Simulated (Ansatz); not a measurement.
Molecule: sum formula H4SiNO2, charge 0, multiplicity 2. It need not be the lowest isomer of its formula. 
Coordinates optimised at B3LYP-D3(BJ)/def2-TZVP (Ansatz, an electronic-structure program):
SMILES: N[Si](O)O
```xyz
8

N      1.5268    -0.2105    -0.2411
Si    -0.1484     0.1009    -0.3227
O     -0.8506    -1.3394     0.1036
O     -0.3794     1.3603     0.7307
H      1.9150    -1.0706    -0.5924
H      2.1963     0.5414    -0.2180
H     -1.7392    -1.4964    -0.2259
H     -1.1430     1.9200     0.5676
```
Charge 0, spin multiplicity 2.

Total electronic energies in hartree. Cores are frozen in the correlated levels unless marked. Open shells are spin-unrestricted. Spin-orbit coupling is left out. Non-relativistic. CBS(X,Y): correlation extrapolated as X^-3; Hartree-Fock from the larger set.

| level | program | energy (Eh) |
|---|---|---|
| PBE0/def2-SVP | Ansatz | [?] |
| PBE0/def2-TZVP | Ansatz | [?] |
| PBE0/def2-QZVPP | Ansatz | -496.96971 |
| r2SCAN0/def2-TZVPD | Ansatz | [?] |
| PBE-QIDH/def2-TZVPD | Ansatz | -496.83174 |
| SCS-MP2/cc-pVTZ | Ansatz | -496.41352 |
| CCSD(T)/cc-pwCVTZ | Ansatz | -496.49790 |
| CCSD(T)/cc-pV(Q+d)Z | Ansatz | -496.56426 |
| CCSD(T)/CBS(cc-pV(T+d)Z,cc-pV(Q+d)Z) | Ansatz | -496.6079 |

Problem. What belongs in the gaps?

Solution. 
- PBE0/def2-SVP, energy (Eh): -496.56757
- PBE0/def2-TZVP, energy (Eh): -496.94068
- r2SCAN0/def2-TZVPD, energy (Eh): -497.13060
